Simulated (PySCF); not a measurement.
Cd(Br)(NH2) (BrCdH2N), SMILES [NH2][Cd][Br].

Geometry optimised at PBE-D3(BJ)/def2-TZVP. The def2 effective core potentials stand for the cores of Cd; spin–orbit coupling is left out. One conformer was computed; it need not be the lowest.

Level of theory: PBE/def2-TZVPD (PySCF).

Gas-phase values at a fixed geometry.

```
Item                                                                                                             Value
---------------------------------------------------------------------------------------------  -----------------------
total energy                                                                                       -2797.50551 hartree
point group                                                                                                         Cs
highest occupied level                                                                                        -6.23 eV
lowest empty level                                                                                            -2.44 eV
orbital gap                                                                                                    3.79 eV
dipole moment                                                                                                   2.38 D
quadrupole, principal values (traceless, Buckingham form, about the centre of nuclear charge)    -9.06, 4.26, 4.80 D·Å
mean static polarisability                                                                       68.8 bohr³ (10.20 Å³)
polarisability, principal values                                                               51.5, 53.0, 101.9 bohr³
```
